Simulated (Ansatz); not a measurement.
Calculated with Ansatz (gas phase, PBE0-D4/def2-TZVP geometries, no zero-point term in ΔE). CCSD(T)/CBS adds triple-zeta CCSD(T) − MP2 to the extrapolated MP2 energy (def2 sets, frozen cores). DFT in def2-TZVPP. B3LYP here is the variant with VWN-RPA as its local correlation; programs differ in this. HSE06 is defined as in plane-wave codes. def2 core potentials past Kr. For Sn, W outer-core shells are correlated without core-valence functions, which leaves a few kJ/mol of doubt a bond. Each species was taken in one conformer, which may not be the lowest.

`[O]=[W](=[O])([OH])[OH]` + `[OH][SnH2][Cl]` → `[O]=[W](=[O])([OH])[Cl]` + `[OH][SnH2][OH]`  (redistribution)

```tsv
level	ΔE (kJ/mol)	difference from CCSD(T)/CBS
LDA (SPW92)	46.9	5.9
PBE-D4	43.4	2.4
revPBE-D4	42.4	1.4
BLYP-D4	43.7	2.7
r2SCAN-D4	46.1	5.1
B97M-V	44.5	3.5
PBE0-D4	48.4	7.4
B3LYP-D4	47.9	6.9
r2SCANh-D4	47.8	6.8
r2SCAN0-D4	50.1	9.1
HSE06-D4	48.3	7.3
BHLYP-D4	53.2	12.2
ωB97X-V	50.0	9.0
ωB97M-V	49.3	8.3
B2PLYP	40.5	-0.5
PBE-QIDH	42.3	1.3
PBE	43.9	2.9
revPBE	43.2	2.2
BLYP	44.5	3.5
PBE0	48.7	7.7
B3LYP	48.6	7.6
r2SCANh	47.9	6.9
r2SCAN0	50.3	9.3
HSE06	48.7	7.7
BHLYP	54.0	13.0
CAM-B3LYP	51.3	10.3
RPA@PBE/def2-TZVPP	37.5	-3.5
MP2/def2-SVP	36.1	-4.9
CCSD/def2-SVP	51.9	10.9
CCSD(T)/def2-SVP	48.1	7.1
HF/def2-TZVPP	62.7	21.7
MP2/def2-TZVPP	27.8	-13.2
SCS-MP2/def2-TZVPP	31.8	-9.2
CCSD/def2-TZVPP	45.2	4.2
CCSD(T)/def2-TZVPP	39.8	-1.2
HF/def2-QZVPP	61.7	20.7
MP2/def2-QZVPP	28.1	-12.9
HF/CBS(def2)	61.6	20.6
MP2/CBS(def2)	29.0	-12.0
CCSD/CBS(def2)	46.4	5.4
CCSD(T)/CBS	41.0	0
```

Largest T1 diagnostic among the species: 0.023, so the coupled-cluster value is less sure than usual.

Leaving LDA and LC-ωPBE aside and taking each functional with its dispersion term where it has one, the values spread over 12.8 kJ/mol, from B2PLYP to BHLYP-D4. LDA lies +3.0 kJ/mol from PBE without D4. From r2SCAN to r2SCAN0 (25 % exact exchange), in def2-TZVPP and without D4, ΔE moves by +4.0 kJ/mol. In def2-TZVPP, CCSD(T) changes the Hartree–Fock value by −22.8 kJ/mol (the triples alone add −5.4 kJ/mol) and MP2 by −34.9 kJ/mol.
